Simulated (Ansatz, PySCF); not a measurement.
Reaction 2 R1 → P1 + P2, each structure at its B3LYP-D3(BJ)/def2-TZVP stationary point, reached from a drawn start (curvature not checked).
R1: H4OSi (SMILES O[SiH3]), charge 0, multiplicity 1.
P1: H6OSi2 (SMILES [SiH3]O[SiH3]), charge 0, multiplicity 1.
P2: H2O (SMILES O), charge 0, multiplicity 1.

P less R. No zero-point or thermal terms.

Frozen-core correlation throughout. CBS: X⁻³ extrapolation of the correlation energy, Hartree–Fock from the larger set.

Codes used: Ansatz (Gaussian basis) for Hartree–Fock, density functionals and correlated methods; PySCF for the D3/D4 terms. No computed number here is a measurement.

PBE/def2-TZVPP gives -11.7 kJ/mol for the reaction energy.

Question: Predict the shift from PBE, with its sign, for: PBE-D3(BJ)/def2-TZVPP, r2SCAN/def2-TZVPP, PBE0/def2-TZVPP, wB97M-V/def2-TZVPP, B2PLYP/def2-TZVPP, MP2/CBS(cc-pV(T+d)Z, cc-pV(Q+d)Z), CCSD(T)/CBS(cc-pV(T+d)Z, cc-pV(Q+d)Z).

Answer: PBE-D3(BJ)/def2-TZVPP -2.4; r2SCAN/def2-TZVPP -4.1; PBE0/def2-TZVPP -3.6; wB97M-V/def2-TZVPP -6.1; B2PLYP/def2-TZVPP -5.7; MP2/CBS(cc-pV(T+d)Z, cc-pV(Q+d)Z) -8.2; CCSD(T)/CBS(cc-pV(T+d)Z, cc-pV(Q+d)Z) -8.6 kJ/mol. 0 of 7 lie above PBE; the widest gap is to CCSD(T)/CBS(cc-pV(T+d)Z, cc-pV(Q+d)Z).

Ansatz is a quantum-chemistry and plane-wave program.
